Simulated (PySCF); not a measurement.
Cl5Sb (SMILES [Cl][Sb]([Cl])([Cl])([Cl])[Cl]), singlet, geometry from GFN2-xTB (core potentials on Sb); DF-MN12L/def2-SVP in PySCF.

Input for PySCF:
```python
from pyscf import gto, scf, dft

mol = gto.Mole()
mol.atom = '''
    Sb   -0.000000    0.000000   -0.000000
    Cl    1.969498   -0.363960   -1.232708
    Cl    1.008436   -1.019389    1.912155
    Cl   -1.008436    1.019389   -1.912155
    Cl   -1.692244   -1.633030    0.021874
    Cl   -0.277254    1.996990    1.210834
'''
mol.basis = 'def2-svp'
mol.ecp = {'Sb': 'def2-svp'}
mol.charge = 0
mol.spin = 0
mol.verbose = 4
mol.build()

mf = dft.RKS(mol)
mf.xc = 'mn12l'
mf = mf.density_fit(auxbasis='def2-universal-jkfit')
mf.kernel()
```

It wrote (shortened):

```
PySCF version 2.14.0

[INPUT] verbose = 4
[INPUT] num. atoms = 6
[INPUT] num. electrons = 108
[INPUT] charge = 0
[INPUT] spin (= nelec alpha-beta = 2S) = 0
[INPUT] symmetry False subgroup None
[INPUT] Mole.unit = angstrom
[INPUT] Symbol           X                Y                Z      unit          X                Y                Z       unit  Magmom
[INPUT]  1 Sb     0.000000000000   0.000000000000   0.000000000000 AA    0.000000000000   0.000000000000   0.000000000000 Bohr   0.0
[INPUT]  2 Cl     1.969498000000  -0.363960000000  -1.232708000000 AA    3.721811822879  -0.687784720297  -2.329480511560 Bohr   0.0
[INPUT]  3 Cl     1.008436000000  -1.019389000000   1.912155000000 AA    1.905667854152  -1.926366024394   3.613449257718 Bohr   0.0
[INPUT]  4 Cl    -1.008436000000   1.019389000000  -1.912155000000 AA   -1.905667854152   1.926366024394  -3.613449257718 Bohr   0.0
[INPUT]  5 Cl    -1.692244000000  -1.633030000000   0.021874000000 AA   -3.197877695938  -3.085979453198   0.041335869249 Bohr   0.0
[INPUT]  6 Cl    -0.277254000000   1.996990000000   1.210834000000 AA   -0.523934126940   3.773764173495   2.288144642312 Bohr   0.0

nuclear repulsion = 855.354677963765
number of shells = 50
number of NR pGTOs = 241
number of NR cGTOs = 116
basis = def2-svp
ecp = {'Sb': 'def2-svp'}

******** <class 'pyscf.df.df_jk.DFRKS'> ********
method = DFRKS
initial guess = minao
damping factor = 0
level_shift factor = 0
DIIS = <class 'pyscf.scf.diis.CDIIS'>
diis_start_cycle = 1
diis_space = 8
diis_damp = 0
SCF conv_tol = 1e-09
SCF conv_tol_grad = None
SCF max_cycles = 50
direct_scf = False
XC library pyscf.dft.libxc version 7.1.2
    S. Lehtola, C. Steigemann, M. J. T. Oliveira, and M. A. L. Marques,  SoftwareX 7, 1–5 (2018)
XC functionals = mn12l
    R. Peverati and D. G. Truhlar,  Phys. Chem. Chem. Phys. 14, 13171 (2012)
    R. Peverati and D. G. Truhlar,  Phys. Chem. Chem. Phys. 14, 13171 (2012)
radial grids:
    Treutler-Ahlrichs [JCP 102, 346 (1995); DOI:10.1063/1.469408] (M4) radial grids

becke partition: Becke, JCP 88, 2547 (1988); DOI:10.1063/1.454033
pruning grids: <function nwchem_prune>
grids dens level: 3
symmetrized grids: False
atomic radii adjust function: <function treutler_atomic_radii_adjust>
small_rho_cutoff = 0
Set gradient conv threshold to 3.16228e-05
Initial guess from minao.
tot grids = 116360
init E= -2513.03119994734
  HOMO = -0.658526116056782  LUMO = -0.636668422090529  gap/eV = 0.59478
cycle= 1 E= -2535.45177283393  delta_E= -22.4  |g|= 3.12  |ddm|= 10.4
  HOMO = 0.00321057515629608  LUMO = 0.249972740292507  gap/eV = 6.71474
cycle= 2 E= -2532.94149502376  delta_E= 2.51  |g|= 4.88  |ddm|= 8.05
  HOMO = -0.279587205706344  LUMO = -0.142162807733499  gap/eV = 3.73951
cycle= 3 E= -2537.87899784248  delta_E= -4.94  |g|= 0.631  |ddm|= 3.66
  HOMO = -0.314662062736121  LUMO = -0.216226927212028  gap/eV = 2.67856
cycle= 4 E= -2537.99423094363  delta_E= -0.115  |g|= 0.221  |ddm|= 1.21
  HOMO = -0.30670270393977  LUMO = -0.21160060236398  gap/eV = 2.58786
cycle= 5 E= -2538.00610260055  delta_E= -0.0119  |g|= 0.108  |ddm|= 0.501
  HOMO = -0.312205745351241  LUMO = -0.209107417902231  gap/eV = 2.80545
cycle= 6 E= -2538.01015379737  delta_E= -0.00405  |g|= 0.0259  |ddm|= 0.244
  HOMO = -0.310658358404591  LUMO = -0.208421244968232  gap/eV = 2.78201
cycle= 7 E= -2538.01036783587  delta_E= -0.000214  |g|= 0.00247  |ddm|= 0.0403
  HOMO = -0.310669486094857  LUMO = -0.208562616482919  gap/eV = 2.77847
cycle= 8 E= -2538.01036960379  delta_E= -1.77e-06  |g|= 0.000239  |ddm|= 0.004
  HOMO = -0.31070633375956  LUMO = -0.208588506224436  gap/eV = 2.77877
cycle= 9 E= -2538.01036961991  delta_E= -1.61e-08  |g|= 6.3e-05  |ddm|= 0.000372
  HOMO = -0.310701509835572  LUMO = -0.208583774946344  gap/eV = 2.77877
cycle= 10 E= -2538.01036962083  delta_E= -9.22e-10  |g|= 6.59e-06  |ddm|= 7.64e-05
  HOMO = -0.310700478604934  LUMO = -0.208583497394538  gap/eV = 2.77874
Extra cycle  E= -2538.01036962078  delta_E= 4.77e-11  |g|= 1.24e-05  |ddm|= 3.68e-05
converged SCF energy = -2538.01036962078
```
